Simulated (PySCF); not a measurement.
Structure from NMR data

An unknown has the formula C5H9FN2OSi. Its calculated NMR data are:

1H NMR (400 MHz, computed): δ 0.42 (s, 9H).

13C{1H} NMR (computed): δ 177.6 (C), 172.8 (C), -1.6 (CH3).

- geometry: GFN2-xTB
- shielding tensors at PBE0/pcSseg-1 (GIAO)
- code: PySCF 2.14.0 with density-fitted response routines
- equivalent nuclei averaged, no solvent model, non-relativistic, one computed conformer

Scale: 1H, 13C vs TMS (reference shieldings calculated alike).

Task: Propose a structure and justify it.

Result: 
1. The formula gives 3 degrees of unsaturation (1 ring in the answer).
2. 3 carbon signals for 5 carbons: some carbons are equivalent by symmetry or fast rotation.
3. Carbon types of the structure: 2 × C, 3 × CH3, which accounts for all hydrogens.
4. δC 177.6: aromatic carbon bearing fluorine; an ipso carbon deshielded by its heteroatom.
5. δC 172.8: substituted aromatic carbon next to the ring oxygen.
6. δC -1.6: methyl carbon bonded to Si; an electropositive neighbour leaves it electron-rich and shielded.
7. δH 0.42: hydrogen on a methyl carbon bonded to Si; an electropositive neighbour shields it, as in TMS itself.

The compound is `c1([Si](C)(C)C)nnc(F)o1`.

This is the structure that produced the data.

Splittings by 19F in the carbon and heteronuclear signals aren't shown, as no couplings were computed. Shifts are as computed. Against solution values, carbons near 30 ppm lie about +3 ppm off and those near 130 ppm about +5 ppm. Of 1211 compounds with measured shifts, 218 miss one by over three times the rms of a fit or turn the order of signals round; such compounds aren't used in these exercises.
